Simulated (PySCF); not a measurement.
# Chromium: a sound run and one with changed settings

Sound run: Cr [Ar] 3d5 4s1, Cr⁺ [Ar] 3d5. Computed with PySCF 2.14 in aug-cc-pVDZ-DK (7s6p4d2f, 59 functions), with the spin-free X2C one-electron Hamiltonian (Gaussian nucleus). In the sound run the correlated levels freeze [Ar]. The sound run starts from symmetry-adapted Hartree-Fock orbitals and uses a fine grid where one is needed.

Changed run: no relativity, point nucleus. This setting is unsound on purpose.

```json
{"species": "Cr", "method": "UHF", "sound run (hartree)": "-1049.65359", "changed run (hartree)": "-1040.60954", "converged": "yes"}
{"species": "Cr", "method": "B3LYP", "sound run (hartree)": "-1050.79726", "changed run (hartree)": "-1041.75537", "converged": "yes"}
{"species": "Cr", "method": "PBE0", "sound run (hartree)": "-1050.57249", "changed run (hartree)": "-1041.53000", "converged": "yes"}
{"species": "Cr", "method": "MP2", "sound run (hartree)": "-1049.73677", "changed run (hartree)": "-1040.69161", "converged": "yes"}
{"species": "Cr⁺", "method": "UHF", "sound run (hartree)": "-1049.43264", "changed run (hartree)": "-1040.39301", "converged": "yes"}
{"species": "Cr⁺", "method": "B3LYP", "sound run (hartree)": "-1050.53628", "changed run (hartree)": "-1041.49998", "converged": "yes"}
{"species": "Cr⁺", "method": "PBE0", "sound run (hartree)": "-1050.31475", "changed run (hartree)": "-1041.27782", "converged": "yes"}
{"species": "Cr⁺", "method": "MP2", "sound run (hartree)": "-1049.49879", "changed run (hartree)": "-1040.45870", "converged": "yes"}
```

Ionisation energy of Cr:

```json
{"method": "UHF", "sound run (eV)": "6.013", "changed run (eV)": "5.892"}
{"method": "B3LYP", "sound run (eV)": "7.102", "changed run (eV)": "6.949"}
{"method": "PBE0", "sound run (eV)": "7.013", "changed run (eV)": "6.862"}
{"method": "MP2", "sound run (eV)": "6.476", "changed run (eV)": "6.338"}
{"method": "SCS-MP2", "sound run (eV)": "6.167", "changed run (eV)": "6.041"}
```

Most of the change in total energy is the relativistic energy itself. On top of that the contraction fixes the core shape for the Hamiltonian it was made with, so the changed run is not a good calculation with the other Hamiltonian either.

For comparison, NIST gives 6.767 eV between the lowest levels.
